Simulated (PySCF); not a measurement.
S3, SMILES [S]S[S-], charge -1, multiplicity 2. Atoms are numbered in the order given.

```xyz
3

S      0.0000     0.0000     0.7296
S      0.0000     1.7156    -0.3648
S      0.0000    -1.7156    -0.3648
```
Charge -1, spin multiplicity 2.

The structure is a stationary point at B3LYP-D3(BJ)/def2-SVPD.

Method: PySCF with B3LYP-D3(BJ)/def2-SVPD.

Frequencies are harmonic and unscaled.

Computed vibrational spectrum:
| mode | ν (cm⁻¹) | IR (km/mol) | moving atoms (share of kinetic energy) |
|---|---|---|---|
| 1 | 219 | 0.3 | S 100 % |
| 2 | 507 | 0.6 | S 100 % |
| 3 | 532 | 175.2 | S 100 % |
